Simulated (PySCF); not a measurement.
This PySCF input asks for the NMR shieldings of SMILES C#C[SiH2]P[SiH2]C, C$_{3}$H$_{9}$PSi$_{2}$; the geometry comes from GFN2-xTB.

```python
import basis_set_exchange as bse
import numpy as np
from pyscf import gto, dft
from pyscf.prop import nmr

atoms = """
C     4.231276    1.188277   -0.500013
C     3.308742    0.470181   -0.217284
Si    1.850407   -0.581181    0.217380
P     0.076442    0.780221    0.299835
Si   -1.610936   -0.679782    0.147381
C    -3.174180    0.286985   -0.325690
H     5.045413    1.808189   -0.747041
H     1.745412   -1.640950   -0.796001
H     2.030312   -1.152533    1.554655
H     0.099080    1.105791   -1.041747
H    -1.743679   -1.290502    1.474387
H    -1.374976   -1.749713   -0.834599
H    -3.351311    1.101091    0.371835
H    -4.047560   -0.357567   -0.317146
H    -3.088855    0.719483   -1.319174
"""
names = dict.fromkeys(["C", "Si", "P", "H"], "pcSseg-1")
basis = {el: gto.basis.parse(bse.get_basis(n, elements=[el], fmt="nwchem")) for el, n in names.items()}
mol = gto.M(atom=atoms, basis=basis, charge=0, verbose=0)
mf = dft.RKS(mol, xc="PBE0")
mf.grids.level = 2
mf.grids.alignment = dft.numint.BLKSIZE   # the property module wants whole blocks of grid points
mf.conv_tol = 1e-9
mf.kernel()

calc = nmr.RKS(mf)   # GIAO
C = mf.mo_coeff
Co = C[:, mf.mo_occ > 0]
resp = mf.gen_response(singlet=True, hermi=2)
def vind(x):   # induced exchange potential for any number of trial vectors
    d = np.einsum("pi,xij,qj->xpq", C, 2 * x.reshape(-1, C.shape[1], Co.shape[1]), Co, optimize=True)
    return np.einsum("xpq,pi,qj->xij", resp(d - d.transpose(0, 2, 1)), C, Co, optimize=True).ravel()
mo1, _ = nmr.rhf.solve_mo1(calc, with_cphf=vind)
sigma = calc.kernel(mo1)
for i, s in enumerate(sigma):   # ppm
    w = np.linalg.eigvalsh((s + s.T) / 2)
    print("%2d %-2s iso %8.1f  s11 %8.1f  s22 %8.1f  s33 %8.1f" % (i, mol.atom_pure_symbol(i), w.mean(), *w))
```

Question: Give the expected output.

Answer: 
```
 0 C  iso     80.4  s11     -3.3  s22     -0.5  s33    244.9
 1 C  iso    101.7  s11      3.5  s22     10.9  s33    290.7
 2 Si iso    420.0  s11    385.2  s22    423.0  s33    451.8
 3 P  iso    627.9  s11    547.8  s22    629.7  s33    706.3
 4 Si iso    398.4  s11    358.0  s22    398.6  s33    438.8
 5 C  iso    191.7  s11    185.8  s22    191.1  s33    198.0
 6 H  iso     29.7  s11     24.6  s22     24.7  s33     39.7
 7 H  iso     26.9  s11     22.5  s22     26.2  s33     31.9
 8 H  iso     27.1  s11     23.1  s22     25.8  s33     32.5
 9 H  iso     31.2  s11     24.8  s22     29.5  s33     39.4
10 H  iso     27.5  s11     23.6  s22     26.1  s33     32.9
11 H  iso     27.2  s11     22.9  s22     26.4  s33     32.3
12 H  iso     31.4  s11     26.5  s22     29.3  s33     38.3
13 H  iso     31.3  s11     26.2  s22     27.8  s33     39.9
14 H  iso     31.4  s11     26.7  s22     29.6  s33     38.0
```

These numbers come from an equivalent density-fitted implementation of the same equations, which agrees with the script to about 0.01 ppm for H and up to a few tenths of a ppm for heavy atoms, so last digits may differ.

Size and cost of the density-fitted run: 168 basis functions, 40 s wall time on 1 thread of an Arm Neoverse N1, shared host; peak memory 0.75 GiB.
